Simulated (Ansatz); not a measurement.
Species: chloro(difluoro)borane, sum formula BClF2, net charge 0, singlet state. SMILES: FB(F)Cl
Geometry: optimised at B3LYP-D3(BJ)/def2-TZVP (Ansatz, an electronic-structure program).

Property: atomisation energy (electronic, to ground-state atoms), in kcal/mol. Correlated levels leave the core frozen unless marked. UHF or UKS for open shells. Spin-orbit coupling is left out. No relativistic terms. The coupled-cluster limit lacks core correlation, which all-electron functionals hold. CBS(X,Y): correlation extrapolated as X^-3; Hartree-Fock from the larger set (for Q and 5 zeta extrapolated as (X+1)exp(-9√X)).

```
level                                        program  atomisation energy (kcal/mol)
------------------------------------  --------------  -----------------------------
PBE/def2-TZVPD                                Ansatz                              ?
B3LYP-D3(BJ)/def2-TZVPD               Ansatz + dftd3                              ?
BHLYP/def2-TZVPD                              Ansatz                          397.6
r2SCANh/def2-TZVPD                            Ansatz                          420.1
wB97M-V/def2-TZVPD                            Ansatz                              ?
B2GP-PLYP/def2-TZVPD                          Ansatz                              ?
RPA@PBE/cc-pV(T+d)Z                           Ansatz                          375.3
SCS-MP2/aug-cc-pV(D+d)Z                       Ansatz                          397.6
CCSD/cc-pV(T+d)Z                              Ansatz                          401.4
CCSD/cc-pwCVTZ                                Ansatz                          402.3
CCSD(T)/CBS(cc-pV(Q+d)Z,cc-pV(5+d)Z)          Ansatz                          420.0
```

**Question.** Complete the blanks.

**Answer.** 
- PBE/def2-TZVPD, atomisation energy (kcal/mol): 431.8
- B3LYP-D3(BJ)/def2-TZVPD, atomisation energy (kcal/mol): 415.5
- wB97M-V/def2-TZVPD, atomisation energy (kcal/mol): 421.7
- B2GP-PLYP/def2-TZVPD, atomisation energy (kcal/mol): 417.2
